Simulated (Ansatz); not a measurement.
`BO[SiH2]Br` + `[SiH3]S` → `BO[SiH2]S[SiH3]` + HBr  (ligand exchange at the Si–Br bond)

Gas-phase electronic energies from Ansatz, PBE0-D4/def2-TZVP geometries. CCSD(T)/CBS adds triple-zeta CCSD(T) − MP2 to the extrapolated MP2 energy (def2 sets, frozen cores). DFT in def2-TZVPP. For Br outer-core shells are correlated without core-valence functions, which leaves a few kJ/mol of doubt a bond. Scalar relativity is left out up to krypton. One conformer a species, not always the lowest.

CCSD(T)/CBS gives +0.28 eV.

Question: Another level gave +0.27 eV. Which?
A. CCSD(T)/def2-TZVPP
B. HF/def2-TZVPP
C. B2PLYP/def2-TZVPP
D. PBE-D4/def2-TZVPP

Answer: A. CCSD(T)/def2-TZVPP 0.27, B2PLYP 0.33, PBE-D4 0.21, HF/def2-TZVPP 0.46 eV.

Largest T1 diagnostic among the species: 0.013.

The D4 term adds −0.11 eV with B3LYP and −0.07 eV with PBE0; it sums over pairs of atoms, weighted by their polarisabilities, and B3LYP, whose exchange is more repulsive, gets the larger term. In def2-TZVPP, CCSD(T) changes the Hartree–Fock value by −0.20 eV (the triples alone add −0.03 eV) and MP2 by −0.20 eV.

B3LYP here is the variant with VWN-RPA as its local correlation; programs differ in this.
